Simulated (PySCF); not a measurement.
Orbital gap (eV) of eight silicon and germanium compounds: PBE beside ωB97X, computed with PySCF for isolated molecules in the bases named; differences from unrounded values. The eight are the first of their class met in an unordered collection, after screening for sound electronic states; none was chosen by its value. Each molecule has one DFT geometry for both levels.

```tsv
molecule	basis	ωB97X
Si(H)(F)(Br)(vinyl) (C2H4BrFSi), SMILES C=C[SiH](F)Br	def2-TZVP	11.75
F4H2OSi2, SMILES F[SiH2]O[Si](F)(F)F	def2-TZVP	14.37
C₂H₁₁NSi₃, SMILES [Si@@H]1([SiH2]C)CN[SiH2]1	def2-TZVP	10.61
Si(Cl)(H)2(NHMe) (CH₆ClNSi), SMILES CN[SiH2]Cl	def2-TZVP	12.25
Si(F)2(NH2)2 (F2H4N2Si), SMILES N[Si](N)(F)F	def2-TZVP	13.38
C₂H₈O₂Si, SMILES C[Si@H](O)CO	def2-TZVP	12.16
Si(H)(Me)(OH)(NH2) (CH7NOSi), SMILES O[SiH](N)C	def2-TZVP	12.81
Cl3H3OSi2, SMILES Cl[SiH2]O[SiH](Cl)Cl	def2-TZVP	13.55
```

Problem. Estimate the PBE values and say how PBE differs from ωB97X over the set. (The exact figures need the calculation; the answer reports its results.)

Solution. 
```tsv
molecule	PBE	difference
Si(H)(F)(Br)(vinyl) (C2H4BrFSi), SMILES C=C[SiH](F)Br	5.03	-6.73
F4H2OSi2, SMILES F[SiH2]O[Si](F)(F)F	7.36	-7.01
C₂H₁₁NSi₃, SMILES [Si@@H]1([SiH2]C)CN[SiH2]1	4.16	-6.45
Si(Cl)(H)2(NHMe) (CH₆ClNSi), SMILES CN[SiH2]Cl	5.60	-6.65
Si(F)2(NH2)2 (F2H4N2Si), SMILES N[Si](N)(F)F	6.38	-7.01
C₂H₈O₂Si, SMILES C[Si@H](O)CO	5.22	-6.94
Si(H)(Me)(OH)(NH2) (CH7NOSi), SMILES O[SiH](N)C	6.01	-6.80
Cl3H3OSi2, SMILES Cl[SiH2]O[SiH](Cl)Cl	6.73	-6.82
```
PBE lies below ωB97X in 8 and above it in 0 of the eight; the mean signed difference is -6.80 and the largest -7.01 eV.
